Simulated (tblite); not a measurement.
A geometry optimisation, step by step.

C6H9O2P.
Atom-mapped SMILES: `[CH:1]#[C:2][CH2:3][P@:4](=[O:5])([OH:6])[CH2:7][CH:8]=[CH2:9]` (hydrogens: H10 on C1; H11, H12 on C3; H13 on O6; H14, H15 on C7; H16 on C8; H17, H18 on C9)

Computed with GFN2-xTB (tblite), gas phase: L-BFGS steps from a force-field or distance-geometry start until the largest atomic force falls under 0.01 eV/Å. 9 of its 98 geometries are shown.

Step 0: E = -763.5008 eV, largest atomic force 3.809 eV/Å
```
atom  x, y, z in Å  |  force x, y, z in eV/Å
C1      3.288    1.131   -1.313   -0.034   0.087  -0.008
C2      2.662    0.231   -0.830   -0.439  -0.491   0.536
C3      1.927   -0.890   -0.214    0.694  -0.049  -1.381
P4      0.502   -0.376    0.752    0.191   0.967   3.679
O5      0.807    0.385    2.019   -0.396  -0.916  -1.876
O6     -0.229   -1.784    1.128   -0.528   0.057   0.178
C7     -0.657    0.417   -0.353   -0.919   0.752  -0.889
C8     -1.935    0.725    0.373   -1.091  -0.432  -0.308
C9     -3.139    0.265   -0.004    0.755   0.413   0.431
H10     3.826    1.938   -1.737   -0.185  -0.308   0.128
H11     2.583   -1.477    0.418    0.209   0.008   0.269
H12     1.565   -1.557   -1.011    0.077   0.103   0.057
H13    -0.981   -1.659    1.756    1.044   0.018  -0.671
H14    -0.828   -0.230   -1.222   -0.119   0.088   0.125
H15    -0.227    1.359   -0.713    0.101  -0.096   0.080
H16    -1.865    1.364    1.258    0.173  -0.247  -0.365
H17    -4.035    0.538    0.558    0.398  -0.202  -0.317
H18    -3.276   -0.374   -0.876    0.069   0.249   0.332
```

Step 12: E = -763.7459 eV, largest atomic force 0.154 eV/Å
```
atom  x, y, z in Å  |  force x, y, z in eV/Å
C1      3.235    1.109   -1.281    0.002   0.024  -0.002
C2      2.620    0.210   -0.786    0.091  -0.020  -0.022
C3      1.927   -0.916   -0.223   -0.052  -0.040   0.011
P4      0.494   -0.354    0.778   -0.049   0.064   0.063
O5      0.783    0.395    2.003   -0.007   0.051   0.019
O6     -0.194   -1.781    1.080   -0.092  -0.121  -0.022
C7     -0.682    0.459   -0.387   -0.041   0.035  -0.030
C8     -1.947    0.742    0.354    0.026   0.021  -0.077
C9     -3.132    0.272    0.002    0.019  -0.012   0.058
H10     3.783    1.893   -1.706    0.004   0.105  -0.021
H11     2.589   -1.475    0.442    0.006  -0.011   0.054
H12     1.567   -1.572   -1.013   -0.026  -0.099  -0.049
H13    -0.861   -1.671    1.760    0.056  -0.049   0.078
H14    -0.856   -0.201   -1.238   -0.015   0.059  -0.018
H15    -0.211    1.384   -0.725   -0.015   0.002  -0.006
H16    -1.827    1.370    1.233   -0.035  -0.082  -0.112
H17    -4.024    0.497    0.564    0.058  -0.009  -0.007
H18    -3.271   -0.355   -0.868    0.069   0.083   0.083
```

Step 24: E = -763.7783 eV, largest atomic force 0.119 eV/Å
```
atom  x, y, z in Å  |  force x, y, z in eV/Å
C1      3.194    1.110   -1.256   -0.006   0.008  -0.004
C2      2.630    0.163   -0.790   -0.052   0.058   0.027
C3      1.915   -0.947   -0.214    0.025   0.012  -0.025
P4      0.451   -0.351    0.739    0.034  -0.091   0.006
O5      0.719    0.392    1.974    0.004  -0.022  -0.010
O6     -0.257   -1.777    1.030   -0.103   0.011   0.058
C7     -0.683    0.502   -0.444    0.092  -0.046   0.020
C8     -1.928    0.776    0.323    0.008   0.022  -0.047
C9     -3.108    0.274    0.011   -0.001  -0.013   0.029
H10     3.706    1.929   -1.665    0.001  -0.015   0.000
H11     2.550   -1.482    0.498   -0.022   0.010  -0.021
H12     1.574   -1.636   -0.990    0.014  -0.006   0.026
H13    -0.689   -1.759    1.887    0.064   0.035  -0.059
H14    -0.873   -0.126   -1.312    0.016   0.005  -0.009
H15    -0.185    1.424   -0.749    0.002   0.015  -0.006
H16    -1.793    1.395    1.200   -0.020   0.006   0.002
H17    -3.982    0.463    0.608   -0.050   0.026   0.015
H18    -3.248   -0.344   -0.861   -0.006  -0.016  -0.002
```

Step 36: E = -763.7861 eV, largest atomic force 0.032 eV/Å
```
atom  x, y, z in Å  |  force x, y, z in eV/Å
C1      3.168    1.120   -1.248   -0.003  -0.004  -0.003
C2      2.600    0.174   -0.782   -0.007   0.009  -0.002
C3      1.909   -0.955   -0.215    0.009  -0.007  -0.004
P4      0.435   -0.375    0.732    0.011   0.006  -0.007
O5      0.716    0.349    1.976   -0.008  -0.010  -0.005
O6     -0.331   -1.770    1.018    0.016   0.000   0.002
C7     -0.670    0.504   -0.456    0.003   0.010   0.009
C8     -1.920    0.786    0.303    0.006   0.000  -0.008
C9     -3.102    0.274    0.013    0.007   0.004   0.006
H10     3.684    1.937   -1.656   -0.015   0.011   0.003
H11     2.554   -1.471    0.501    0.000  -0.007   0.006
H12     1.596   -1.653   -0.992   -0.014   0.000  -0.002
H13    -0.619   -1.762    1.933   -0.008  -0.020   0.007
H14    -0.854   -0.110   -1.336   -0.006   0.001   0.031
H15    -0.163    1.426   -0.745    0.013  -0.002   0.001
H16    -1.788    1.416    1.174    0.000   0.005  -0.031
H17    -3.971    0.478    0.615   -0.005  -0.001  -0.023
H18    -3.251   -0.362   -0.846    0.000   0.006   0.021
```

Step 48: E = -763.7907 eV, largest atomic force 0.048 eV/Å
```
atom  x, y, z in Å  |  force x, y, z in eV/Å
C1      3.117    1.141   -1.246   -0.003   0.013  -0.001
C2      2.573    0.180   -0.782   -0.007  -0.011  -0.002
C3      1.903   -0.962   -0.217   -0.003  -0.015   0.011
P4      0.439   -0.398    0.754   -0.015  -0.015  -0.013
O5      0.726    0.306    2.008   -0.019  -0.007  -0.008
O6     -0.326   -1.798    1.021   -0.008   0.023   0.041
C7     -0.652    0.497   -0.437    0.016  -0.009  -0.006
C8     -1.913    0.826    0.283    0.020  -0.018   0.010
C9     -3.088    0.290    0.005   -0.002   0.010  -0.003
H10     3.607    1.975   -1.648    0.001   0.013  -0.007
H11     2.566   -1.485    0.478    0.010   0.001   0.028
H12     1.580   -1.656   -0.995   -0.013   0.013  -0.016
H13    -0.600   -1.819    1.940    0.010   0.002  -0.044
H14    -0.835   -0.133   -1.306   -0.011  -0.002  -0.004
H15    -0.115    1.398   -0.738    0.001   0.002   0.000
H16    -1.800    1.519    1.107    0.005  -0.010  -0.001
H17    -3.971    0.530    0.571   -0.004   0.015   0.003
H18    -3.220   -0.403   -0.810    0.022  -0.007   0.013
```

Step 61: E = -763.7918 eV, largest atomic force 0.020 eV/Å
```
atom  x, y, z in Å  |  force x, y, z in eV/Å
C1      3.090    1.152   -1.241   -0.008  -0.017   0.007
C2      2.563    0.183   -0.777    0.003   0.013  -0.007
C3      1.903   -0.967   -0.213    0.011  -0.001  -0.001
P4      0.433   -0.408    0.755    0.006   0.005   0.008
O5      0.713    0.291    2.013    0.001   0.000   0.003
O6     -0.341   -1.803    1.014    0.001  -0.020   0.000
C7     -0.643    0.491   -0.440   -0.003   0.002  -0.010
C8     -1.901    0.835    0.278   -0.001   0.004  -0.005
C9     -3.076    0.297    0.008    0.008   0.006   0.006
H10     3.571    1.991   -1.647   -0.009  -0.002   0.005
H11     2.569   -1.487    0.481    0.003   0.003   0.008
H12     1.581   -1.657   -0.994    0.003   0.002   0.001
H13    -0.589   -1.838    1.940   -0.007   0.001  -0.005
H14    -0.834   -0.139   -1.307    0.002  -0.005  -0.007
H15    -0.097    1.386   -0.742   -0.001   0.002  -0.011
H16    -1.786    1.544    1.087   -0.003   0.006   0.000
H17    -3.963    0.556    0.560    0.000  -0.006   0.015
H18    -3.201   -0.420   -0.788   -0.005   0.007  -0.006
```

Step 73: E = -763.7934 eV, largest atomic force 0.025 eV/Å
```
atom  x, y, z in Å  |  force x, y, z in eV/Å
C1      3.055    1.169   -1.236   -0.013  -0.010   0.012
C2      2.555    0.191   -0.761    0.002   0.012  -0.022
C3      1.914   -0.969   -0.196    0.011  -0.003   0.000
P4      0.428   -0.423    0.752    0.002   0.006  -0.003
O5      0.683    0.271    2.018    0.003  -0.001  -0.010
O6     -0.347   -1.821    0.991    0.008  -0.011  -0.003
C7     -0.632    0.477   -0.458   -0.011   0.006  -0.007
C8     -1.877    0.846    0.268   -0.010   0.015  -0.013
C9     -3.059    0.311    0.025    0.000   0.002   0.010
H10     3.510    2.020   -1.646    0.008  -0.001   0.005
H11     2.583   -1.476    0.504    0.006   0.000   0.011
H12     1.608   -1.666   -0.979    0.005  -0.005   0.005
H13    -0.638   -1.848    1.904   -0.002  -0.003   0.000
H14    -0.838   -0.167   -1.312    0.002  -0.004  -0.002
H15    -0.076    1.357   -0.782    0.002   0.002   0.008
H16    -1.745    1.568    1.063   -0.001  -0.010   0.003
H17    -3.933    0.578    0.595   -0.010   0.009  -0.004
H18    -3.203   -0.412   -0.762   -0.001  -0.002   0.011
```

Step 85: E = -763.7942 eV, largest atomic force 0.017 eV/Å
```
atom  x, y, z in Å  |  force x, y, z in eV/Å
C1      3.032    1.182   -1.229    0.013   0.008  -0.008
C2      2.549    0.191   -0.763   -0.008  -0.008   0.006
C3      1.924   -0.973   -0.190    0.001   0.002   0.005
P4      0.427   -0.435    0.745   -0.001  -0.003  -0.003
O5      0.670    0.258    2.014    0.000  -0.003   0.002
O6     -0.340   -1.839    0.974    0.000   0.004  -0.002
C7     -0.629    0.468   -0.468   -0.002  -0.004  -0.001
C8     -1.868    0.856    0.260   -0.001   0.001  -0.002
C9     -3.056    0.323    0.039   -0.003  -0.002  -0.001
H10     3.480    2.038   -1.637    0.001   0.001  -0.002
H11     2.596   -1.456    0.524    0.001  -0.007   0.000
H12     1.635   -1.687   -0.963    0.009   0.005   0.002
H13    -0.662   -1.862    1.877    0.003  -0.003  -0.001
H14    -0.842   -0.178   -1.319   -0.011  -0.005   0.000
H15    -0.063    1.340   -0.797   -0.008   0.004   0.006
H16    -1.725    1.588    1.044    0.000   0.004  -0.001
H17    -3.924    0.608    0.609    0.003   0.006   0.002
H18    -3.212   -0.415   -0.732    0.001  -0.001  -0.002
```

Step 97: E = -763.7945 eV, largest atomic force 0.009 eV/Å
```
atom  x, y, z in Å  |  force x, y, z in eV/Å
C1      3.033    1.185   -1.229    0.003   0.004  -0.002
C2      2.553    0.195   -0.757   -0.008  -0.004  -0.002
C3      1.931   -0.972   -0.185   -0.006   0.005   0.002
P4      0.425   -0.441    0.741   -0.003   0.002   0.001
O5      0.661    0.248    2.013    0.001   0.000   0.006
O6     -0.340   -1.848    0.963    0.003  -0.002  -0.002
C7     -0.633    0.462   -0.470    0.003  -0.002  -0.005
C8     -1.868    0.861    0.258    0.006  -0.005   0.001
C9     -3.058    0.330    0.045    0.002   0.000   0.005
H10     3.474    2.043   -1.640    0.006  -0.001   0.001
H11     2.602   -1.449    0.535   -0.006   0.002  -0.001
H12     1.654   -1.689   -0.959    0.000   0.004   0.004
H13    -0.662   -1.874    1.866    0.002  -0.005   0.000
H14    -0.853   -0.187   -1.317    0.001  -0.001  -0.003
H15    -0.066    1.332   -0.803    0.003  -0.001  -0.007
H16    -1.721    1.602    1.032   -0.001   0.002   0.003
H17    -3.923    0.625    0.613   -0.004   0.004   0.003
H18    -3.217   -0.416   -0.717   -0.003  -0.004  -0.005
```

Question: Summarise the path.

Answer: The energy falls by 6.77 kcal/mol from step 0 to step 97; nine tenths of that is first reached at step 17. It rises by more than 0.2 meV at step 3. The largest force goes from 3.809 to 0.009 eV/Å. Among the bonds P4–C7 changes most, from 1.788 to 1.845 Å; the atoms move by 0.216 Å rms after alignment.

What follows is the cost of the whole relaxation. Time: 0.58 s of wall time. Hardware: one thread, Arm Neoverse V2 (aarch64), on a shared host.
